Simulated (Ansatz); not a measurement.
A single point on `C[BH][Sb]([F])[F]`.

```yaml
crystal:
  periodic: [false, false, false]
  atoms:
    - {symbol: C, position_ang: [-1.077966, -0.352989, 0.444108]}
    - {symbol: B, position_ang: [0.417742, -0.184223, 0.759362]}
    - {symbol: Sb, position_ang: [1.942695, -0.094559, -0.945949]}
    - {symbol: F, position_ang: [0.609249, -0.370068, -2.297905]}
    - {symbol: F, position_ang: [1.771309, 1.819886, -0.924410]}
    - {symbol: H, position_ang: [-1.315001, -0.850425, -0.496984]}
    - {symbol: H, position_ang: [-1.395877, 0.699263, 0.311700]}
    - {symbol: H, position_ang: [-1.682692, -0.744243, 1.265298]}
    - {symbol: H, position_ang: [0.819044, 0.031256, 1.867679]}
basis:
  gaussian: {orbitals: def2-QZVPP}
correlation: {method: mp2}
```

```sh
$ ansatz run in.yaml --threads 4 --pin off --events-out ev --progress --plain --max-ram 10444MiB
```

Output, abridged:

```
Functional definition: HF
2608 factors; integrals over basis functions are off by at most 8.8e-4 eV
mean field evaluation 1: about -13687.3524 eV, gradient 4.9e1 eV
mean field evaluation 2: about -13687.4744 eV, gradient 4.9e1 eV
mean field evaluation 4: about -13692.3598 eV, gradient 4.2e0 eV
mean field evaluation 8: about -13692.4369 eV, gradient 3.0e-1 eV
mean field evaluation 16: about -13692.4378 eV, gradient 9.4e-7 eV
mean field -13692.43776098 eV, -503.1878066483 hartree, gradient 9.4e-7 eV, S^2 0.000000; 0 other end points of the search recorded, 0 dependent functions left out
8 core orbitals not correlated: weight in the atoms' cores, before any rotation towards them, 1.000 or more for the frozen orbitals, at most 0.000 for the correlated occupied ones
reference -13692.43776098 eV, -503.1878066483 hartree; 20, 20 occupied and 402, 402 virtual orbitals, 2608 factors
second order -38.77521153 eV of doubles, -0.00000000 eV of singles
Total energy: -13731.21297251 eV, -504.6127693893 hartree
```

Hardware: 4 threads of an INTEL XEON PLATINUM 8581C on a shared host. Wall time 14 s, peak host memory 2.3 GiB.
